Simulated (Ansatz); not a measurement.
A made-up structure of H3TeO (charge +1), closed shell:

```xyz
5
angstrom
O 1.2244 0.8370 0.1268
Te -0.3421 -0.5831 0.0804
H -1.0905 -1.0429 1.5242
H -0.2570 -1.8798 -1.0000
H 0.6152 1.4701 -0.2844
```

It is relaxed with PBE-D4/def2-SVP and then PBE0-D4/def2-TZVP (Ansatz 0.2.0). Atoms count as bonded within 1.22 times the sum of their covalent radii (H–H: 0.88 Å). The end point is not checked to be a true minimum.

(1) Does its bonding change? (Judge from chemistry; the calculation decides.)

Results:

(1) Computed: No: no bond forms or breaks.

Where it ends: The first stage lowers the energy by 1.90 eV in 7 steps. It ends as H₃TeO ([OH][TeH2]), total charge +1:
O1  (0.879, 0.535, 0.113)
Te2  (-0.765, -0.384, -0.125)
H3  (-0.757, -1.043, 1.407)
H4  (-0.047, -1.756, -0.744)
H5  (0.840, 1.450, -0.203)
(Å)

Labels in which every atom is bracketed show which atoms are joined, not bond orders.

For scale, one of the runs: PBE0-D4/def2-TZVP relaxation, 99 basis functions, launched by `ansatz run in.yaml --threads 2 --pin off --events-out ev --progress --plain --max-ram 4352MiB`. Hardware: 2 CPU threads of an AMD EPYC 7B13, shared host. Wall time about 7 s.
